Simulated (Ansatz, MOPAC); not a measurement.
Reaction (SMILES): [SiH2](Cl)[SiH2-] → [SiH3][SiH-]Cl

Quantity: isomerisation energy (enthalpy at 298 K), in kcal/mol. Terms: spin-orbit terms left out; frozen cores in correlated levels; 6-311+G** with 5d, 6d on Na to Ar in Ansatz (a first-principles code); non-relativistic; 6-31G* and kin with 6d, 5d where marked; LANL2DZ with its own core potentials from Na on; no dispersion term unless named. CBS(X,Y): correlation extrapolated as X^-3; Hartree-Fock from the larger set. Ab initio and DFT rows: single points at B3LYP-D3(BJ) geometries (Ansatz), with unscaled harmonic terms from B3LYP/6-31G* (Ansatz) at its own minima. Semi-empirical rows: MOPAC heats of formation at their own minima for 298 K. Sets without +, aug- or the D of def2-TZVPD hold no diffuse functions, which anions need.

Coupled cluster (Ansatz) is a level with limits of its own, used here on species with T1 under 0.025 (0.045 for open shells) and stable references: CCSD(T)/CBS(aug-cc-pV(T+d)Z,aug-cc-pV(Q+d)Z).

Value to compare with, CCSD(T)/CBS(aug-cc-pV(T+d)Z,aug-cc-pV(Q+d)Z) (Ansatz): 0.4 kcal/mol.

| level | program | isomerisation energy (enthalpy at 298 K) (kcal/mol) | difference |
|---|---|---|---|
| AM1 | MOPAC | -2.3 | -2.7 |
| PM6 | MOPAC | 9.0 | 8.6 |
| MNDO | MOPAC | 0.7 | 0.3 |
| HF/3-21G | Ansatz | -6.9 | -7.3 |
| SVWN5/6-31G* | Ansatz | 0.9 | 0.5 |
| PBE/STO-3G | Ansatz | -12.4 | -12.8 |
| PBE/6-311+G** | Ansatz | -0.4 | -0.8 |
| B3LYP/STO-3G | Ansatz | -12.8 | -13.2 |
| B3LYP/LANL2DZ | Ansatz | -5.4 | -5.8 |
| B3LYP/6-31G | Ansatz | -5.7 | -6.1 |
| B3LYP/def2-SVP | Ansatz | -0.5 | -0.9 |
| PBE0/6-311+G** | Ansatz | -0.3 | -0.7 |
| MP2/LANL2DZ | Ansatz | -4.9 | -5.3 |
| PBE/def2-TZVPD | Ansatz | 0.3 | -0.1 |
| wB97M-V/def2-TZVPD | Ansatz | 0.0 | -0.4 |

3 of the 13 habitual levels lie above CCSD(T)/CBS(aug-cc-pV(T+d)Z,aug-cc-pV(Q+d)Z) (Ansatz); their mean absolute difference is 5.0 kcal/mol, the median 5.3.

The levels are drawn from those run, B3LYP/6-31G* more often than the rest, none by its result; left out are runs that failed, that the program found above a lower state of the same kind, or whose <S^2> lies over 0.5 above the pure value.
